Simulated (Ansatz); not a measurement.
Mulliken charges of `[O]=[Mo]([OH])([OH])([Cl])[Cl]` from PBE/def2-TZVPP in Ansatz (PBE0-D4/def2-TZVP geometry).

| atom | x (Å) | y (Å) | z (Å) | charge (e) |
| --- | --- | --- | --- | --- |
| O1 | -1.592 | -0.685 | 0.989 | -0.376 |
| Mo2 | -0.439 | 0.061 | 0.080 | 1.178 |
| O3 | 1.328 | -0.491 | 0.521 | -0.411 |
| O4 | -0.209 | -1.145 | -1.305 | -0.348 |
| Cl5 | -1.444 | 1.601 | -1.255 | -0.222 |
| Cl6 | 0.094 | 1.806 | 1.525 | -0.258 |
| H7 | 1.758 | 0.008 | 1.222 | 0.208 |
| H8 | 0.596 | -1.213 | -1.833 | 0.229 |

Question: By hand: the dipole of these point charges (1 e Å = 4.8032 D).

Answer: Σ q r = (0.407, -0.168, -0.318) e Å, of length 0.543 e Å = 2.61 D.

Question: How does the dipole of the full density compare? (An estimate is asked.)

Answer: Computed: (0.430, -0.151, -0.291) e Å, 2.60 D; the point charges give 1.00 times that, at 4° from its direction.

Point charges leave out the atoms' own dipoles, such as those of lone pairs, and Mulliken's split depends on the basis, so the close match here is no proof of good charges.
